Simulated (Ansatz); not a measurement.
Br₃Ga (SMILES [Br][Ga]([Br])[Br]), singlet, geometry from GFN2-xTB (such geometries of metal compounds can be far from the true shape). Base run: B3LYP/STO-3G in Ansatz (a quantum-chemistry and plane-wave program).

Geometry (Å):
```xyz
4

Ga     0.0000     0.0000     0.0000
Br     2.1703    -0.3323    -0.6642
Br    -0.7742    -0.9827     1.9227
Br    -1.3961     1.3150    -1.2585
```
Charge 0, spin multiplicity 1.
All else is at Ansatz's defaults.

Each row names what was changed in the base input (with any setting that the change needs).

| change | basis functions | E (Eh) |
|---|---|---|
| base | 72 | -9540.35194 |
| basis = jorge-DZP-DKH; relativity = spin-free X2C; nucleus = Gaussian | 172 | -9762.40603 |
| basis = cc-pVTZ-DK; relativity = spin-free X2C; nucleus = Gaussian | 172 | -9762.98047 |
| basis = jorge-DZP-DKH; relativity = spin-free X2C | 172 | -9762.47159 |
| basis = cc-pVTZ-DK; relativity = none | 172 | -9572.44070 |
| basis = cc-pVDZ-DK; relativity = spin-free X2C | 108 | -9762.60318 |
| basis = jorge-DZP-DKH; relativity = none | 172 | -9620.10059 |
| basis = cc-pVDZ-DK; relativity = none | 108 | -9578.65035 |
| basis = cc-pVDZ-DK; relativity = spin-free X2C; nucleus = Gaussian | 108 | -9762.53879 |
| basis = cc-pVTZ-DK; relativity = spin-free X2C | 172 | -9763.05415 |

Absolute energies of different levels of theory aren't comparable as measures of quality.

Ansatz warned in this series: the basis is contracted for relativity, which the run leaves out.

Basis sets contracted for a relativistic Hamiltonian are a mismatch without it, so the rows without relativity aren't non-relativistic limits. No row has spin-orbit coupling; sets with core potentials leave out the core electrons.
